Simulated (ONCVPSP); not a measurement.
## What one change does to a pseudopotential (Hg, ONCV)

ONCVPSP 4.0.1 input, shortened (lines: element, Z, core and valence counts, functional; n l f; lmax; l rc ep ncon nbas qcut; lloc lpopt rc5 dvloc0; l nproj debl; icmod fcfact rcfact), PW91, scalar-relativistic:

```
  Hg 80.00   12    2  -109134      upf
    1    0    2.00
    2    0    2.00
    2    1    6.00
    3    0    2.00
    3    1    6.00
    3    2   10.00
    4    0    2.00
    4    1    6.00
    4    2   10.00
    4    3   14.00
    5    0    2.00
    5    1    6.00
    5    2   10.00
    6    0    2.00
    2
    0    2.40    0.00    3    7    2.40
    1    2.55    0.08    3    6    3.90
    2    1.75    0.00    5   10   10.30
    2    5    1.75    0.00
    0    3    3.00
    1    2    2.00
    2    0    2.00
    3    3.75    1.15
```

In the p channel the program set the typed energies aside and used 0.050, 2.050 Ha.

Change: core correction Teter function, fcfact 6, rcfact 1.15.

Cutoffs: the cutoffs (Ha) at which the residual kinetic energy of the hardest occupied pseudo-wave falls to 1 and 0.1 mHa per electron; they do not see the model core or the augmentation charge, which bear on the density cutoff. Errors are all-electron minus pseudo energies relative to the spin-unpolarised reference configuration.

Q: What does the change do?

A: The potential gets neither clearly harder nor softer (22 Ha and 27 Ha → 22 Ha and 27 Ha); of the 4 tests that both files solve, the error grows in 2 and shrinks in 0 by more than 15 % and 0.3 meV (median size 4.8 → 6.0 meV); neither file shows a bound ghost. A model core, the more so a compact one, raises the density cutoff, which this test does not measure.

| quantity | base | changed |
| --- | --- | --- |
| cutoff, loose | 22 Ha | 22 Ha |
| cutoff, tight | 27 Ha | 27 Ha |
| bound ghosts | none | none |
| GHOST(+) flags under 300 eV | p at 42.6 eV, s at 99.0 eV | p at 42.6 eV, s at 99.0 eV |
| error for 5d10 6s1, meV [ΔE 10.77 eV] | -2.2 | -2.6 |
| error for 5d10 6s0, meV [ΔE 29.84 eV] | -7.3 | -9.5 |
| error for 5d9 6s0, meV [ΔE 65.45 eV] | -94 | -98 |
| error for 5d10 6s1.5, meV [ΔE 4.40 eV] | -0.7 | -0.8 |
| s: phases at 2.44 bohr within 0.05 rad from the reference energy up to (Ha; the scan ends near 5) | 3.6 | 3.6 |
| p: phases at 2.59 bohr within 0.05 rad from the reference energy up to (Ha; the scan ends near 5) | 1.6 | 1.6 |
| d: phases at 1.77 bohr within 0.05 rad from the reference energy up to (Ha; the scan ends near 5) | 2.6 | 2.6 |
| rms error of d²Exc/dni dnj with the model core, mHa | 2.74 | 2.05 |
